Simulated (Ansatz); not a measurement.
Mulliken charges of C2H4BFO (`CC1(F)BO1`) from r2SCAN/def2-TZVPP in Ansatz (PBE0-D4/def2-TZVP geometry).

```
atom   x (Å)   y (Å)   z (Å)  charge (e)
  C1  -0.202  -0.741  -0.874      -0.096
  C2   0.416   0.157   0.138       0.372
  F3   1.757   0.277  -0.077      -0.219
  B4  -0.155   0.769   1.396      -0.007
  O5  -0.200   1.480   0.264      -0.244
  H6  -1.280  -0.801  -0.727       0.048
  H7   0.220  -1.743  -0.783       0.059
  H8   0.001  -0.366  -1.881       0.059
  H9  -0.468   0.921   2.526       0.027
```

Question: By hand: the dipole of these point charges (1 e Å = 4.8032 D).

Answer: Σ q r = (-0.222, -0.436, -0.046) e Å, of length 0.491 e Å = 2.36 D.

Question: How does the dipole of the full density compare? (Estimate.)

Answer: The calculation gave: (-0.272, -0.275, 0.080) e Å, 1.90 D; the point charges give 1.24 times that, at 25° from its direction.

Point charges leave out the atoms' own dipoles, such as those of lone pairs, and Mulliken's split depends on the basis, so the two needn't agree.
